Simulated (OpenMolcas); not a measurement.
Ta4+ (d1) in a complex was computed by SS-CASPT2, IPEA 0.25 Eh, imaginary shift 0.1 Eh with the d shell active (OpenMolcas, ANO-RCC-VTZP on the metal). Its lowest spin-free states, and all those of the highest spin:

```csv
2S+1,Degeneracy,E (cm-1)
2,1,0
2,1,520
2,1,1620
2,1,34080
2,1,53380
```

Question: Is the site octahedral, tetrahedral or cube-like, axial, or of lower symmetry?

Answer: The states with 2S+1 = 2 have orbital degeneracies 1, 1, 1, 1, 1. No state of this spin is degenerate, so the site is of lower symmetry, with no axis of order three or more. The run had Ta4+ with 6 ligands (ammonia) in tetragonal octahedral coordination (Ci) at 2.1 Å, the axial distance 2.394 Å. Ligand basis ANO-RCC-VDZP.

Over all roots computed the reference weight is 0.70; a low but even weight reflects the number of correlated electrons. Spin-orbit coupling mixes the spin-free states strongly: the lowest level takes only 67 % from its leading state, an unlabelled state of the same spin as most of the rest. The least metal-like active orbital is 68 % on the metal (Löwdin) and no ligand orbital is active, so the numbers are rough. Ligand-to-metal charge-transfer states are missing. With one d shell and no ligand orbital active, 10Dq can be off by a tenth or more. No measured value stands beside these numbers; the geometry is a model, was not optimised and need not be the one that this ion takes.
